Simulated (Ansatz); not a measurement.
`CCCCOC(C)(C)C` at its PBE0-D4/def2-TZVP geometry, where that method's forces vanish. Charge 0, multiplicity 1.

```xyz
27

C     1.4792   -3.6078    0.3631
C     0.9994   -2.1817    0.5669
C     1.5302   -1.2264   -0.4889
C     1.0525    0.1973   -0.3103
O    -0.3408    0.2200   -0.4964
C    -1.0408    1.4126   -0.1456
C    -0.4577    2.6273   -0.8572
C    -2.4592    1.1570   -0.6250
C    -1.0317    1.6163    1.3657
H     1.0888   -4.2773    1.1330
H     1.1566   -3.9954   -0.6075
H     2.5712   -3.6679    0.3935
H     1.3067   -1.8262    1.5579
H    -0.0935   -2.1492    0.5547
H     2.6265   -1.2249   -0.4724
H     1.2320   -1.5722   -1.4852
H     1.3251    0.5517    0.6942
H     1.5526    0.8519   -1.0370
H     0.5459    2.8658   -0.4985
H    -1.0870    3.5024   -0.6815
H    -0.4091    2.4505   -1.9342
H    -2.8622    0.2638   -0.1435
H    -3.1074    2.0035   -0.3895
H    -2.4687    0.9971   -1.7049
H    -1.4121    0.7239    1.8671
H    -0.0293    1.8258    1.7445
H    -1.6671    2.4623    1.6370
```

Task: What forces (eV/Å) does r2SCAN-D4/def2-TZVPP give on these atoms in Ansatz 0.2.0? (Best estimate.)

Result: Computed: 
```
C1   0.041 -0.137 -0.014
C2  -0.094  0.032  0.109
C3   0.081 -0.039 -0.105
C4   0.300  0.102  0.047
O5  -0.154 -0.340 -0.141
C6  -0.124  0.235  0.068
C7   0.064  0.127 -0.069
C8  -0.143 -0.030 -0.052
C9   0.008  0.025  0.159
H10  0.009  0.007 -0.015
H11  0.006  0.008  0.014
H12 -0.015  0.003 -0.003
H13 -0.001  0.009  0.003
H14  0.000  0.002  0.000
H15  0.000 -0.001  0.000
H16 -0.003 -0.004 -0.004
H17  0.007  0.007  0.021
H18  0.010  0.017 -0.015
H19 -0.015 -0.002 -0.001
H20  0.007 -0.011 -0.002
H21  0.002 -0.002  0.010
H22  0.008  0.008 -0.004
H23  0.015 -0.014 -0.002
H24  0.002  0.001  0.013
H25  0.003  0.004 -0.006
H26 -0.019  0.002 -0.006
H27  0.008 -0.010 -0.001
```
